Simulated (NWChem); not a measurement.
The numbers come from NWChem runs, not from measurements. System: C2H2N, charge 1, spin multiplicity 1, at the geometry of a parent with another charge or spin, in a state set for the comparison that need not be this species' ground state. Level: RHF/def2-TZVP.

NWChem printed:

```
             Northwest Computational Chemistry Package (NWChem) 7.3.0
             --------------------------------------------------------

                                NWChem Input Module
                                -------------------

 Scaling coordinates for geometry "geometry" by  1.889725989
 (inverse scale =  0.529177249)

 Turning off AUTOSYM since
 SYMMETRY directive was detected!

                             Geometry "geometry" -> ""
                             -------------------------

 Output coordinates in angstroms (scale by  1.889725989 to convert to a.u.)

  No.       Tag          Charge          X              Y              Z
 ---- ---------------- ---------- -------------- -------------- --------------
    1 C                    6.0000     0.00000000     0.00000000    -1.19678800
    2 C                    6.0000     0.00000000     0.00000000     0.18879500
    3 N                    7.0000     0.00000000     0.00000000     1.36316400
    4 H                    1.0000     0.94347900     0.00000000    -1.74709800
    5 H                    1.0000    -0.94347900     0.00000000    -1.74709800

 Effective nuclear repulsion energy (a.u.)      52.6787395173

            Nuclear Dipole moment (a.u.)
            ----------------------------
        X                 Y               Z
 ---------------- ---------------- ----------------
     0.0000000000     0.0000000000    -0.0000113384

      Symmetry information
      --------------------

 Group name             C2v
 Group number             16
 Group order               4
 No. of unique centers     4

      Symmetry unique atoms

     1    2    3    4


 Summary of "ao basis" -> "" (spherical)
 ------------------------------------------------------------------------------
       Tag                 Description            Shells   Functions and Types
 ---------------- ------------------------------  ------  ---------------------
 *                         def2-tzvp                  on all atoms

 Summary of "ao basis" -> "ao basis" (spherical)
 ------------------------------------------------------------------------------
       Tag                 Description            Shells   Functions and Types
 ---------------- ------------------------------  ------  ---------------------
 C                         def2-tzvp                11       31   5s3p2d1f
 N                         def2-tzvp                11       31   5s3p2d1f
 H                         def2-tzvp                 4        6   3s1p
[...]
    73      0.285279  3 N  pz                67      0.209439  3 N  s
    65      0.203479  3 N  s                 39     -0.194859  2 C  pz

 Vector    9  Occ=2.000000D+00  E=-7.648446D-01  Symmetry=b2
              MO Center= -1.7D-16, -4.6D-17,  3.6D-01, r^2= 1.4D+00
   Bfn.  Coefficient  Atom+Function         Bfn.  Coefficient  Atom+Function
  ----- ------------  ---------------      ----- ------------  ---------------
    38      0.314609  2 C  py                41      0.311639  2 C  py
    69      0.229647  3 N  py                72      0.209969  3 N  py

 Vector   10  Occ=2.000000D+00  E=-7.607440D-01  Symmetry=b1
              MO Center= -2.7D-16,  4.2D-30,  7.5D-01, r^2= 1.4D+00
   Bfn.  Coefficient  Atom+Function         Bfn.  Coefficient  Atom+Function
  ----- ------------  ---------------      ----- ------------  ---------------
    68      0.338602  3 N  px                71      0.307635  3 N  px
    37      0.253226  2 C  px                40      0.244831  2 C  px

 Vector   11  Occ=0.000000D+00  E=-3.105675D-01  Symmetry=b2
              MO Center= -1.2D-15,  4.3D-17, -4.6D-01, r^2= 2.6D+00
   Bfn.  Coefficient  Atom+Function         Bfn.  Coefficient  Atom+Function
  ----- ------------  ---------------      ----- ------------  ---------------
    13      0.355824  1 C  py                10      0.348993  1 C  py
     7      0.318939  1 C  py                69     -0.232473  3 N  py
    72     -0.224381  3 N  py                75     -0.173419  3 N  py

 Vector   12  Occ=0.000000D+00  E=-1.011815D-01  Symmetry=b1
              MO Center=  2.8D-13,  2.7D-17, -1.2D-01, r^2= 3.3D+00
   Bfn.  Coefficient  Atom+Function         Bfn.  Coefficient  Atom+Function
  ----- ------------  ---------------      ----- ------------  ---------------
    96      0.958913  4 H  s                102     -0.958913  5 H  s
    12     -0.722577  1 C  px                74      0.411773  3 N  px
    43     -0.315310  2 C  px                40     -0.307035  2 C  px
    68      0.264760  3 N  px                37     -0.262186  2 C  px
    71      0.255908  3 N  px

 Vector   13  Occ=0.000000D+00  E=-7.672451D-02  Symmetry=a1
              MO Center=  8.5D-14, -4.0D-17, -1.1D+00, r^2= 5.5D+00
   Bfn.  Coefficient  Atom+Function         Bfn.  Coefficient  Atom+Function
  ----- ------------  ---------------      ----- ------------  ---------------
    67      2.621558  3 N  s                 45     -2.035253  2 C  pz
    96     -1.310238  4 H  s                102     -1.310238  5 H  s
    35     -1.012330  2 C  s                 14     -1.004181  1 C  pz
     4      0.881778  1 C  s                 36     -0.646976  2 C  s
    76     -0.649027  3 N  pz                 5     -0.438337  1 C  s

 center of mass
 --------------
 x =   0.00000000 y =   0.00000000 z =   0.16390553

 moments of inertia (a.u.)
 ------------------
         176.722985074790           0.000000000000           0.000000000000
           0.000000000000         183.130317705204           0.000000000000
           0.000000000000           0.000000000000           6.407332630413

  Mulliken analysis of the total density
  --------------------------------------

    Atom       Charge   Shell Charges
 -----------   ------   -------------------------------------------------------
    1 C    6     5.66   0.86  1.12  0.56  0.60  0.07  1.11  1.09  0.20  0.02  0.04  0.00
    2 C    6     6.04   0.86  1.12  0.50  0.66  0.03  1.27  1.27  0.24  0.02  0.06  0.02
    3 N    7     6.89   0.82  1.15  0.63  0.96  0.28  1.28  1.33  0.38  0.01  0.05  0.00
    4 H    1     0.70   0.25  0.41  0.02  0.02
    5 H    1     0.70   0.25  0.41  0.02  0.02

       Multipole analysis of the density wrt the origin
       ------------------------------------------------

     L   x y z        total         open         nuclear
     -   - - -        -----         ----         -------
     0   0 0 0      1.000000      0.000000     21.000000

     1   1 0 0     -0.000000      0.000000      0.000000
     1   0 1 0     -0.000000      0.000000      0.000000
     1   0 0 1     -2.187800      0.000000     -0.000011

     2   2 0 0     -9.978160      0.000000      6.357585
     2   1 1 0      0.000000      0.000000      0.000000
     2   1 0 1     -0.000000      0.000000      0.000000
     2   0 2 0    -11.038542      0.000000      0.000000
     2   0 1 1      0.000000      0.000000      0.000000
     2   0 0 2     -5.093962      0.000000     99.703708

 Task  times  cpu:        1.6s     wall:        1.6s

 Total times  cpu:        1.6s     wall:        1.6s
```

Write an NWChem input that would produce this output.

Several could match; the one computed here: 
```
start mol
memory heap 200 mb stack 900 mb global 1100 mb
charge 1
geometry units angstroms nocenter noautoz
  C      0.000000     0.000000    -1.196788
  C      0.000000     0.000000     0.188795
  N      0.000000     0.000000     1.363164
  H      0.943479     0.000000    -1.747098
  H     -0.943479     0.000000    -1.747098
  symmetry group C2v
end
basis spherical
  * library def2-tzvp
end
scf
  rhf
  nopen 0
  maxiter 100
  thresh 1e-7
  semidirect memsize 60000000 filesize 0
end
task scf energy
```
